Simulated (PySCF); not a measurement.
**Property card for `[SiH3][SiH2][C@H](CF)C`**

Compound: C₃H₁₁FSi₂.
SMILES with atom numbers: `[CH3:1][C@@H:2]([CH2:3][F:4])[SiH2:5][SiH3:6]` (hydrogens: H7, H8, H9 on C1; H10 on C2; H11, H12 on C3; H13, H14 on Si5; H15, H16, H17 on Si6)

Geometry (GFN2-xTB, Å), atoms numbered from 1 in this order:
```
atom  x, y, z in Å
C1    -0.9046    0.8460   -1.3107
C2    -1.0646    0.3514    0.1230
C3    -1.4728   -1.1106    0.1348
F4    -0.4363   -1.9140   -0.2960
Si5    0.5377    0.6274    1.1492
Si6    2.4066   -0.3629    0.2169
H7    -1.8446    0.7715   -1.8579
H8    -0.1591    0.2515   -1.8351
H9    -0.5852    1.8857   -1.3227
H10   -1.8878    0.9008    0.5903
H11   -2.3144   -1.3117   -0.5391
H12   -1.7239   -1.4486    1.1453
H13    0.6307    2.0923    1.2708
H14    0.2065    0.1485    2.5024
H15    2.4888   -0.1758   -1.2353
H16    3.6134    0.2583    0.7761
H17    2.5026   -1.7979    0.4782
```

Some functional groups and rings: C–F bond, Si–H bond and C–Si bond.

**GFN2-xTB geometry**

```
Point group of the GFN2-xTB geometry                  : C1
Rotational constants A, B, C of the GFN2-xTB geometry : 2.707, 1.517, 1.298 GHz
```

B3LYP/def2-SVPD ground state and vertical TDDFT (core frozen in the response) (PySCF):

```
Dipole moment                                                     : 1.87 D
HOMO energy                                                       : -8.00 eV
LUMO energy                                                       : -0.15 eV
HOMO–LUMO gap                                                     : 7.85 eV
Lowest singlet excitation                                         : 7.00 eV (177 nm, f = 0.018)
Strongest line among the 8 lowest singlet transitions             : S7 at 7.96 eV (156 nm, f = 0.264)
Lowest triplet excitation (Tamm–Dancoff)                          : 6.28 eV
Static isotropic polarisability                                   : 95.5 au
Electronic spatial extent ⟨r²⟩ about the centre of nuclear charge : 1073 bohr²
```

**PBE0/pcSseg-1 ground state and GIAO shieldings, non-relativistic (PySCF)**

```
Lowest Hirshfeld atomic charge                              : -0.12 e on C1
Highest Hirshfeld atomic charge                             : +0.24 e on Si5
13C chemical shifts (computed TMS as zero) by class         : 91.9 (C3), 25.1 (C2), 17.3 (C1) ppm
1H chemical shifts (computed TMS as zero) by class          : 4.89 (H12), 4.79 (H11), 4.02 (H14), 3.85 (H13), 3.45 (H15/H16/H17), 1.32 (H7/H8/H9), 1.25 (H10) ppm
Isotropic shieldings of nuclei other than C and H, by class : 419 (F4), 419 (Si5), 469 (Si6) ppm
Mayer bond orders between heavy atoms                       : C1–C2 1.02, C2–C3 1.02, C3–F4 0.86, C2–Si5 0.87, Si5–Si6 0.91
```

Monoisotopic mass from the formula: 122.0383 u.

The rotational constants make it an asymmetric top with κ = (2B − A − C)/(A − C) = -0.69, nearer the prolate limit (−1). The polarisability is 14.15 Å³ as a volume (1 au = 0.148185 Å³), or 1.45 au for each of the 66 electrons. The dipole matches unit charges of opposite sign 0.39 Å apart (1 e·Å = 4.8032 D). No computed singlet falls in the visible range (750 to 380 nm, 1.65 to 3.26 eV); S1 lies 3.74 eV above its blue end. The vertical singlet–triplet gap S1 − T1 is 0.72 eV (TDDFT singlet less Tamm–Dancoff triplet; S1: HOMO→LUMO, weight 0.80; T1: HOMO→LUMO, weight 0.78). With B = h/(8π²I), that is 505.379 GHz u Å² over I, the principal moments of inertia are 186.7, 333.1 and 389.4 u Å² (most abundant isotopes). A dipole of 1.87 D is allowed in C1, and pure rotational transitions are dipole-allowed.

Isolated species at its GFN2-xTB geometry (one conformer only). NMR classes are plain means over equivalent atoms (diastereotopic ones count apart unless rotation or inversion swaps them), as if these changed places fast; in this geometry the members of some classes differ.
